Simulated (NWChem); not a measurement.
System: HTeCl; SMILES Cl[TeH]

Here is an NWChem input.

```
start job
memory heap 200 mb stack 900 mb global 1100 mb
geometry units angstroms noautoz
  Te     0.028546     0.568206     0.000000
  H     -1.637055     0.677057     0.000000
  Cl     0.033325    -1.804369     0.000000
end
basis spherical
  Te library def2-svpd
  H library def2-svpd
  Cl library def2-svpd
end
ecp
  Te library def2-ecp
end
dft
  xc xpbe96 cpbe96
  iterations 150
end
tddft
  nroots 6
end
task tddft energy
```

All runs use the structure optimised with PBE0/def2-SVP. def2 effective core potentials on Te; no spin-orbit coupling.

Vertical excitations in the gas phase.

Q: What results follow from this input? (PBE/def2-SVPD with def2 effective core potentials on Te, full TDDFT.) Quantities: lowest excitation, singlet (eV); oscillator strength of that lowest state; lowest triplet (eV); orbital gap (eV).

A: 
```yaml
lowest excitation, singlet (eV): 2.19
oscillator_strength_of_that_lowest_state: 0.001
lowest triplet (eV): 1.48
orbital gap (eV): 1.87
```
